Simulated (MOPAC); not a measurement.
MOPAC input (MNDO):

```
MNDO PRECISE GNORM=0.05 LET XYZ CHARGE=1 GEO-OK AUX(PRECISION=9) THREADS=1
C3H3

C    -1.20549100 1   -0.27413500 1   -0.01142600 1
C     0.10214600 1    0.02322800 1    0.00096800 1
C     1.29544700 1    0.29459200 1    0.01227800 1
H    -1.60592400 1   -1.04784100 1    0.64194200 1
H    -1.88926300 1    0.25301700 1   -0.67507000 1
H     2.34257800 1    0.53271500 1    0.02220300 1
```

Output:

```
 *******************************************************************************
 **                                                                           **
 **                              MOPAC v23.2.5                                **
 **                                                                           **
 *******************************************************************************
 ** MOPAC's Digital Object Identifier: https://doi.org/10.5281/zenodo.6511958 **
 **                                                                           **
 ** Please cite the open-source release paper for use of this MOPAC version:  **
 ** J. E. Moussa and J. J. P. Stewart (2026)                                  **
 ** MOPAC: An open-source semiempirical molecular orbital program             **
 ** J. Open Source Softw., 11(119), 8025, https://doi.org/10.21105/joss.08025 **
 *******************************************************************************

                              MNDO CALCULATION RESULTS

 *******************************************************************************
 *  MNDO       - The MNDO Hamiltonian to be used
 *  GEO-OK     - OVERRIDE INTERATOMIC DISTANCE AND OTHER SAFETY CHECKS
 *
 *
 *
 *                 CHARGE ON SYSTEM = +1
 *
 *
 *
 *  LET        - OVERRIDE SOME SAFETY CHECKS
 *  PRECISE    - TIGHTER CRITERIA TO BE USED
 *  XYZ        - CARTESIAN COORDINATE SYSTEM TO BE USED
 *  GNORM      - EXIT WHEN GRADIENT NORM DROPS BELOW 0.050
 *  AUX        - OUTPUT AUXILIARY INFORMATION
 *******************************************************************************
MNDO PRECISE GNORM=0.05 LET XYZ CHARGE=1 GEO-OK AUX(PRECISION=9) THREADS=1
 C3H3

   ATOM   CHEMICAL          X               Y               Z
  NUMBER   SYMBOL      (ANGSTROMS)     (ANGSTROMS)     (ANGSTROMS)

     1       C         -1.20549100  *  -0.27413500  *  -0.01142600  *
     2       C          0.10214600  *   0.02322800  *   0.00096800  *
     3       C          1.29544700  *   0.29459200  *   0.01227800  *
     4       H         -1.60592400  *  -1.04784100  *   0.64194200  *
     5       H         -1.88926300  *   0.25301700  *  -0.67507000  *
     6       H          2.34257800  *   0.53271500  *   0.02220300  *

          CARTESIAN COORDINATES

    NO.       ATOM           X           Y           Z

     1         C         -1.2055     -0.2741     -0.0114
     2         C          0.1021      0.0232      0.0010
     3         C          1.2954      0.2946      0.0123
     4         H         -1.6059     -1.0478      0.6419
     5         H         -1.8893      0.2530     -0.6751
     6         H          2.3426      0.5327      0.0222

  H: (MNDO): M.J.S. DEWAR, W. THIEL, J. AM. CHEM. SOC., 99, 4899, (1977)
  C: (MNDO): M.J.S. DEWAR, W. THIEL, J. AM. CHEM. SOC., 99, 4899, (1977)

           Empirical Formula: C3 H3  =     6 atoms

      MOLECULAR POINT GROUP   :   C2v

      RHF CALCULATION, NO. OF DOUBLY OCCUPIED LEVELS = 7

          Geometry optimization using EF

          DIAGONAL MATRIX USED AS START HESSIAN

 CYCLE:     1  GRAD.:    40.149 HEAT:  265.8868
 CYCLE:     2  GRAD.:   364.486 HEAT:  297.3122
 CYCLE:     3  GRAD.:   191.021 HEAT:  270.6850
 CYCLE:     4  GRAD.:  1154.318 HEAT:  370.6945
 CYCLE:     5  GRAD.:   182.537 HEAT:  277.5122
 CYCLE:     6  GRAD.:   314.311 HEAT:  281.6031
 CYCLE:     7  GRAD.:    89.291 HEAT:  271.0008
 CYCLE:     8  GRAD.:   172.872 HEAT:  277.8305
 CYCLE:     9  GRAD.:    10.858 HEAT:  265.4811
 CYCLE:    10  GRAD.:     2.337 HEAT:  265.3974
 CYCLE:    11  GRAD.:     1.261 HEAT:  265.3954
 CYCLE:    12  GRAD.:     6.068 HEAT:  265.4041
 CYCLE:    13  GRAD.:     0.308 HEAT:  265.3951
 CYCLE:    14  GRAD.:     0.179 HEAT:  265.3951
 CYCLE:    15  GRAD.:     0.012 HEAT:  265.3951

     GRADIENT =  0.01179 IS LESS THAN CUTOFF =  0.05000

 -------------------------------------------------------------------------------
 MNDO PRECISE GNORM=0.05 LET XYZ CHARGE=1 GEO-OK AUX(PRECISION=9) THREADS=1
 C3H3

     GEOMETRY OPTIMISED USING EIGENVECTOR FOLLOWING (EF).
     SCF FIELD WAS ACHIEVED

                              MNDO CALCULATION
                                                       MOPAC v23.2.5 Linux

          FINAL HEAT OF FORMATION =        265.39507 KCAL/MOL =    1110.41298 KJ/MOL

          COSMO AREA              =         85.12 SQUARE ANGSTROMS
          COSMO VOLUME            =         66.81 CUBIC ANGSTROMS

          GRADIENT NORM           =          0.01179          =       0.00481 PER ATOM
          IONIZATION POTENTIAL    =         17.295603 EV
          HOMO LUMO ENERGIES (EV) =        -17.296 -8.022
          NO. OF FILLED LEVELS    =          7
          MOLECULAR WEIGHT        =         39.0567         POINT GROUP:  C2v

          MOLECULAR DIMENSIONS (Angstroms)

            Atom       Atom       Distance
            H     6    H     5     4.32369
            H     5    H     4     1.82120
            C     1    C     2     0.00001

          SCF CALCULATIONS        =         16

   ATOM   CHEMICAL          X               Y               Z
  NUMBER   SYMBOL      (ANGSTROMS)     (ANGSTROMS)     (ANGSTROMS)

     1       C         -1.21348134  *  -0.27594983  *  -0.01150862  *
     2       C          0.11328559  *   0.02575867  *   0.00108308  *
     3       C          1.30731932  *   0.29729116  *   0.01238739  *
     4       H         -1.63259111  *  -1.05113303  *   0.63902263  *
     5       H         -1.91480651  *   0.24443959  *  -0.67264472  *
     6       H          2.34293295  *   0.53279557  *   0.02220740  *

                             CARTESIAN COORDINATES

   1    C       -1.213481341    -0.275949826    -0.011508618
   2    C        0.113285593     0.025758671     0.001083080
   3    C        1.307319321     0.297291160     0.012387393
   4    H       -1.632591107    -1.051133029     0.639022627
   5    H       -1.914806510     0.244439591    -0.672644718
   6    H        2.342932947     0.532795568     0.022207397

           Empirical Formula: C3 H3  =     6 atoms

      MOLECULAR POINT GROUP   :   C2v

                  EIGENVALUES
 -44.01864 -36.09206 -25.87045 -22.38679 -21.83899 -18.25631 -17.29560  -8.02171
  -5.12610  -4.23922  -2.16554  -2.12177  -2.00970  -0.99531   0.42474

              NET ATOMIC CHARGES AND DIPOLE CONTRIBUTIONS

  ATOM NO.   TYPE          CHARGE      No. of ELECS.   s-Pop       p-Pop
    1          C           0.538384        3.4616     1.25580     2.20582
    2          C          -0.341129        4.3411     1.19030     3.15083
    3          C           0.355133        3.6449     1.26395     2.38092
    4          H           0.113713        0.8863     0.88629
    5          H           0.113719        0.8863     0.88628
    6          H           0.220180        0.7798     0.77982
 DIPOLE           X         Y         Z       TOTAL
 POINT-CHG.    -0.710    -0.161    -0.007     0.728
 HYBRID         0.060     0.014     0.001     0.061
 SUM           -0.650    -0.148    -0.006     0.667

          ATOMIC ORBITAL ELECTRON POPULATIONS

     Atom    s        px        py        pz
    1  C   1.25580   0.86880   0.67800   0.65902
    2  C   1.19030   0.94041   1.10041   1.11002
    3  C   1.26395   0.91518   0.74026   0.72547
    4  H   0.88629
    5  H   0.88628
    6  H   0.77982

 **********************
 *                    *
 * JOB ENDED NORMALLY *
 *                    *
 **********************

 == MOPAC DONE ==
```

The dipole moment of an ion depends on the origin.

The geometry given is a B3LYP-D3(BJ)/def2-TZVP minimum.
